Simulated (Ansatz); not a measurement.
Input file for Ansatz (a first-principles code): R-CCSD(T)/def2-SVP on SnS, a point of a bond scan (R = 2.223 Å). Elements past Kr take the def2 small-core potentials; no spin–orbit coupling. The run froze 14 orbitals, filled d shells among them.

Ansatz 0.2 input:
```yaml
crystal:
  periodic: [false, false, false]
  atoms:
    - {symbol: Sn, position_ang: [-0.00000000, -0.00000000, -0.53883850]}
    - {symbol: S, position_ang: [0.00000000, 0.00000000, 1.68387032]}
basis:
  gaussian:
    orbitals: def2-SVP
    pivot_positions_ang: [[-0.00000000, -0.00000000, -0.53883850], [0.00000000, 0.00000000, 1.68387032]]
magnetization: {spin_polarized: false}
correlation: {method: ccsd_t, electrons: outside_noble_gas}
scf: {lower_state_search: off}
output: {orbitals: {seedname: ./end}}
```

The log:

```
WARN ansatz: RAYON_NUM_THREADS=1 ignored (pool sized by the plan → 1); use --threads N
Functional definition: HF
these checks for a lower state are left out or cut short: stability, starts, cluster_reference, orbital_swaps, neighbouring_geometries, increment
integrals: 0.01 GiB planned
545 factors; integrals over basis functions are off by at most 2.7e-4 eV
mean field: 0.08 GiB planned
mean field evaluation 1: about -16618.3474 eV, gradient 2.2e1 eV
mean field evaluation 2: about -16618.3501 eV, gradient 2.2e1 eV
mean field evaluation 4: about -16620.4545 eV, gradient 1.3e0 eV
mean field evaluation 8: about -16620.4668 eV, gradient 9.0e-5 eV
mean field -16620.46681726 eV, -610.7908897774 hartree, gradient 2.5e-6 eV, S^2 0.000000; 0 other end points of the search recorded, 0 dependent functions left out
14 core orbitals not correlated
reference -16620.46681726 eV, -610.7908897774 hartree; 5, 5 occupied and 25, 25 virtual orbitals, 545 factors
second order -5.20761377 eV of doubles, -0.00000000 eV of singles
coupled cluster: 0.06 GiB planned
cycle   1  -5.36525721 eV  change   -1.6e-1 eV  update   1.2e-1
cycle   2  -5.59678287 eV  change   -2.3e-1 eV  update   4.4e-2
cycle   3  -5.69008183 eV  change   -9.3e-2 eV  update   3.0e-2
cycle   4  -5.68143198 eV  change    8.6e-3 eV  update   8.5e-3
cycle   5  -5.68210366 eV  change   -6.7e-4 eV  update   3.0e-3
cycle   6  -5.68183223 eV  change    2.7e-4 eV  update   6.4e-4
cycle   7  -5.68189498 eV  change   -6.3e-5 eV  update   1.6e-4
cycle   8  -5.68190790 eV  change   -1.3e-5 eV  update   4.7e-5
cycle   9  -5.68189323 eV  change    1.5e-5 eV  update   1.4e-5
cycle  10  -5.68188976 eV  change    3.5e-6 eV  update   3.8e-6
perturbative correction -0.32943761 eV, -0.0121066087 hartree
Total energy: -16626.47814463 eV, -611.0118019835 hartree
Checks for a lower state left out: stability, starts, cluster_reference, orbital_swaps, neighbouring_geometries, increment
```

The run converged.

Cost: about 1.2 core-seconds (a rough figure).
